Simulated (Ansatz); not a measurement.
`O[SiH2][SiH2][SnH3]` + H₂O → `[OH][SnH3]` + `O[SiH2][SiH3]` at 298.15 K and 1 bar (formal hydrolysis of the Sn–Si bond).

Computed with Ansatz on PBE0-D4/def2-TZVP structures; ΔE is electronic, products minus reactants. CCSD(T)/CBS is the MP2 limit (def2-TZVPP, def2-QZVPP) plus CCSD(T) − MP2 in def2-TZVPP, frozen cores. This one scheme is used for every species. def2 core potentials past Kr. For Sn outer-core shells are correlated without core-valence functions, which leaves a few kJ/mol of doubt a bond. Each species was taken in one conformer, which may not be the lowest.

| species | CCSD(T)/CBS energy (Eh) | H − E (kJ/mol) | S (J/(mol·K)) |
| --- | --- | --- | --- |
| `O[SiH2][SiH2][SnH3]` | -872.19303 | 207.1 | 406.5 |
| H₂O | -76.37941 | 66.4 | 188.7 |
| `[OH][SnH3]` | -291.59405 | 101.0 | 287.4 |
| `O[SiH2][SiH3]` | -656.96789 | 164.6 | 321.1 |

H − E and S are ideal-gas, rigid-rotor, harmonic terms from PBE0-D4/def2-TZVP, for one conformer and one mirror image of each species. 1 Eh = 2625.50 kJ/mol, R = 8.31446 J/(mol·K).

By hand: ΔE, ΔH, ΔS and ΔG.

ΔE = (-291.59405) + (-656.96789) − (-872.19303) − (-76.37941) = 0.01050 Eh = 27.6 kJ/mol. Δ(H − E) = 101.0 + 164.6 − 207.1 − 66.4 = -7.9, so ΔH = 19.7 kJ/mol. ΔS = 287.4 + 321.1 − 406.5 − 188.7 = 13.3 J/(mol·K). ΔG = 19.7 − 298.15 × (13.3)/1000 = 15.7 kJ/mol.

By hand: the equilibrium constant, and the temperature at which ΔG would vanish if ΔH and ΔS stayed fixed.

log₁₀ K = −ΔG/(RT ln 10) = -2.8. ΔG = 0 at ΔH/ΔS = 1481 K, though so small a ΔS makes that figure unsure.

The number of gas molecules stays the same, so ΔS is small and ΔH decides. A doubt of 5 kJ/mol in ΔE shifts log₁₀ K by 0.9 here. Other conformers and mirror images would add mixing entropy, several J/(mol·K) or more a flexible species. Modes under 60 cm⁻¹, often nearly free rotors, make the harmonic entropy too high. These are equilibria of isolated gas molecules and say nothing of rates. Largest T1 diagnostic: 0.014 (customary marks: 0.02 for closed shells, 0.045 for open ones).
